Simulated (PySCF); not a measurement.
Species: C₅H₂F₅N₂ (charge -1).
Numbering: `[F:1][C:2]([F:3])([F:4])[C:5]([F:6])([F:7])[c:8]1[cH:9][n:10][cH:11][n-:12]1`

Definitions: NICS(0) = −σiso at the ring centroid; NICS(1) = −σiso and NICS(1)zz = −σzz at ±1 Å along the ring normal z. Level: GIAO PBE0/pcSseg-1 (PySCF, non-relativistic, gas phase) on the GFN2-xTB geometry, one conformer.

Ring bond lengths (Å), with Mayer bond orders in brackets: C8–C9 1.388 (1.38), C9–N10 1.344 (1.48), N10–C11 1.338 (1.46), C11–N12 1.325 (1.54), N12–C8 1.368 (1.36).

Give the NICS values of each ring in ppm.

```json
{"ring": "C8–C9–N10–C11–N12", "type": "5-membered ring with 2 N; formal bonds all aromatic", "NICS(0)": "-12.5", "NICS(1), two faces": "-12.4 / -12.3", "NICS(1)zz, two faces": "-33.2 / -33.2", "rms pucker (Å)": "0.00", "centre to ring atoms, mean (Å)": "1.15"}
```

What can be read from them?

- C8–C9–N10–C11–N12: mean NICS(1)zz -33.2 ppm, shielded. The ring is flat and has no four-coordinate atom; by the NICS criterion it is aromatic.

How equal are the bonds by HOMA? HOMA takes Krygowski's 1993 parameters.

- C8–C9–N10–C11–N12: HOMA 0.98; the largest term is that of N12–C8, α(R − Ropt)² = 0.11. The geometric and the magnetic index point the same way.

At the first NICS(1) probe listed for ring C8–C9–N10–C11–N12, 1 Å off the ring, what do the in-plane components average?

The isotropic value is a third of the trace: (3 × -12.4 − (-33.2))/2 = -2.0 ppm.

Conformer computed: `[F:1][C:2]([F:3])([F:4])[C:5]([F:6])([F:7])[c:8]1[cH:9][n:10][cH:11][n-:12]1`: F1–C2–C5–F6 -172°, C2–C5–C8–C9 180°.
